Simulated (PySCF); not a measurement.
Vertical excitations of a molecule C2H11NSi2 from TDA-M06-2X/def2-SVPD run with PySCF 2.14.0, as energy in eV (oscillator strength): 6.32 (0.008), 7.23 (0.030), 7.46 (0.033), 7.52 (0.014), 7.72 (0.092), 8.02 (0.012), 8.17 (0.058), 8.30 (0.021), 8.45 (0.015), 8.54 (0.010). Lowest triplet (TDA): 6.05 eV. Geometry optimised at B3LYP-D3(BJ)/def2-SVP. Other conformers were not sampled.

Task: Which structure fits?
A. C[SiH](C)N[SiH3]
B. NC[SiH2]C[SiH3]
C. C[SiH2][C@@H](N)[SiH3]
D. C[SiH2]N(C)[SiH3]

Result: A, C[SiH](C)N[SiH3]
